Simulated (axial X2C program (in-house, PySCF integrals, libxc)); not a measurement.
# Curves of MoOH from open-shell CI on d4 s1 p(π)0

Calculated with an axial X2C code built on PySCF integrals: two-component X2C with atomic mean-field Coulomb and Gaunt terms, basis Mo dyall-v3z, O dyall-av3z, H dyall-v3z (cores contracted in-house). Orbitals come from Hartree–Fock averaged over the configuration Mo d4 s1 p(π)0; CI then distributes these electrons over the d, s, p(π) shells of Mo.

Scan along the Mo–O bond with OH moving as one mass, its bond held at 0.950 Å; masses Mo 97.905 u, O 15.995 u, H 1.008 u. Energies in cm⁻¹ from the lowest point; levels are followed by energy order within each Ω. Lowest level at 1.976 Å: 77% d4 s1 + 22% d5.

```json
{"R (Å)": "1.838", "(1)Ω=1/2": "1058", "(1)Ω=3/2": "1082", "(1)Ω=5/2": "1130", "(2)Ω=3/2": "6441", "(2)Ω=1/2": "6562", "(3)Ω=1/2": "6699", "(3)Ω=3/2": "6821"}
{"R (Å)": "1.907", "(1)Ω=1/2": "10", "(1)Ω=3/2": "35", "(1)Ω=5/2": "85", "(2)Ω=3/2": "5107", "(2)Ω=1/2": "5227", "(3)Ω=1/2": "5364", "(3)Ω=3/2": "5484"}
{"R (Å)": "1.976", "(1)Ω=1/2": "0", "(1)Ω=3/2": "26", "(1)Ω=5/2": "79", "(2)Ω=3/2": "4780", "(2)Ω=1/2": "4897", "(3)Ω=1/2": "5036", "(3)Ω=3/2": "5154"}
{"R (Å)": "2.055", "(1)Ω=1/2": "886", "(1)Ω=3/2": "914", "(1)Ω=5/2": "970", "(2)Ω=3/2": "5296", "(2)Ω=1/2": "5410", "(3)Ω=1/2": "5550", "(3)Ω=3/2": "5667"}
{"R (Å)": "2.134", "(1)Ω=1/2": "2416", "(1)Ω=3/2": "2446", "(1)Ω=5/2": "2505", "(2)Ω=3/2": "6470", "(2)Ω=1/2": "6582", "(3)Ω=1/2": "6723", "(3)Ω=3/2": "6838"}
{"R (Å)": "2.223", "(1)Ω=1/2": "4612", "(1)Ω=3/2": "4644", "(1)Ω=5/2": "4707", "(2)Ω=3/2": "8302", "(2)Ω=1/2": "8411", "(3)Ω=1/2": "8552", "(3)Ω=3/2": "8665"}
{"R (Å)": "2.332", "(1)Ω=1/2": "7649", "(1)Ω=3/2": "7682", "(1)Ω=5/2": "7748", "(2)Ω=3/2": "10964", "(2)Ω=1/2": "11069", "(3)Ω=1/2": "11206", "(3)Ω=3/2": "11320"}
```

Problem. Fit the curves (1)Ω=1/2, (1)Ω=3/2, (1)Ω=5/2, (2)Ω=3/2, (2)Ω=1/2, (3)Ω=1/2, (3)Ω=3/2 near their minima.

Solution. From the open-shell CI curves, Te from the lowest:

| level | Te (cm⁻¹) | Re (Å) | ωe (cm⁻¹) |
| --- | --- | --- | --- |
| (1)Ω=1/2 | 0 | 1.941 | 653.7 |
| (1)Ω=3/2 | 26 | 1.941 | 653.9 |
| (1)Ω=5/2 | 77 | 1.941 | 654.3 |
| (2)Ω=3/2 | 4880 | 1.969 | 608.1 |
| (2)Ω=1/2 | 4998 | 1.969 | 607.8 |
| (3)Ω=1/2 | 5136 | 1.969 | 608.0 |
| (3)Ω=3/2 | 5255 | 1.969 | 607.8 |

Without dynamic correlation distances can be off by several hundredths of an Å (long for ionic bonds, short for multiple bonds) and the wavenumbers are rough.

The 7 lowest curves are shown; the next is (2)Ω=5/2, from 5275 cm⁻¹.

There is no dynamic correlation: spin–orbit spacings and, for f shells, spacings inside one term are the most reliable numbers, splittings between terms come out too wide, and energies between configurations are not reliable, so the lowest level need not be the ground state of the molecule. For d shells the ligand-field splittings (σ, π, δ) and their order can be off by a thousand cm⁻¹ or more. At most 4 roots were kept for each Ω > 0 (twice that for Ω = 0) within 3.2 eV of the lowest, so higher up levels can be missing between those listed; levels with Ω > 0 are doubly degenerate and listed once, Ω = 0 levels singly. Some active spinors are only partly of the character that their shell is named for, so the shell names and counts are nominal. States that fill the shells left empty in the average are placed too high. The molecule was held linear; bending was not examined.
